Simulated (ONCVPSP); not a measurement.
**Scattering properties, ONCV potential for Pd**

* Element: Pd
* Generator: ONCVPSP 4.0.1
* Type: optimised norm-conserving Vanderbilt (ONCV)
* Functional: Wu-Cohen
* Relativity: scalar-relativistic
* Frozen core: [Ar] 3d10
* Valence charge: 18
* Reference configuration: 4s2 4p6 4d9 (charge +1)
* Partial waves: 4s: rc 1.30 bohr, ncon 4, nbas 7, qcut 8.1 1/bohr, 2 projectors, debl 1.7 Ha; 4p: rc 1.55 bohr, ncon 4, nbas 8, qcut 8.7 1/bohr, 1 projector; 4d: rc 1.40 bohr, ncon 4, nbas 8, qcut 6.9 1/bohr, 1 projector
* Local potential: polynomial inside 0.90 bohr (lpopt 5, dvloc0 3 Ha)
* Core correction: Teter function, fcfact 2.75, rcfact 1.45

In the s channel the program set the typed energies aside and used -3.552, 0.250 Ha.

The phase is arctan(r·R′/R) of the radial function R(r), unwrapped; energies in Ha, scanned from -5 to 5 Ha. A pole is an energy at which the radial function vanishes at the test radius. The pseudo phase is shifted by a multiple of π to meet the all-electron one at the reference energy, and phase errors are pseudo minus all-electron; the curves can meet again beyond the range given. Levels narrower than the energy grid can be missing from the lists of poles.

```
channel  radius (bohr)  reference energy (Ha)  poles, all-electron  poles, pseudo  unbroken range about the reference energy with phases within 0.05 rad  phase error 1 Ha above the reference energy (rad)
      s           1.32                  -3.55                -2.14          -2.14                                                        the whole range                                             -0.000
      p           1.57                  -2.29                -1.60          -1.61                                                              below 0.3                                             -0.005
      d           1.42                  -0.54                 1.47           1.47                                                        the whole range                                             -0.000
```

Phases in the p channel:

```
E (Ha)  all-electron  pseudo
 -4.96         1.206   1.204
 -4.48         1.143   1.140
 -4.00         1.032   1.027
 -3.52         0.785   0.776
 -3.04         0.029   0.015
 -2.56        -1.032  -1.033
 -2.08        -1.413  -1.413
 -1.60        -1.571  -1.573
 -1.12        -1.666  -1.673
 -0.64        -1.742  -1.755
 -0.16        -1.815  -1.841
  0.32        -1.900  -1.952
  0.80        -2.015  -2.131
  1.28        -2.195  -2.491
  1.76        -2.517  -3.236
  2.24        -3.086  -3.951
  2.72        -3.707  -4.287
  3.20        -4.083  -4.452
  3.68        -4.284  -4.551
  4.16        -4.402  -4.620
  4.64        -4.479  -4.675
```
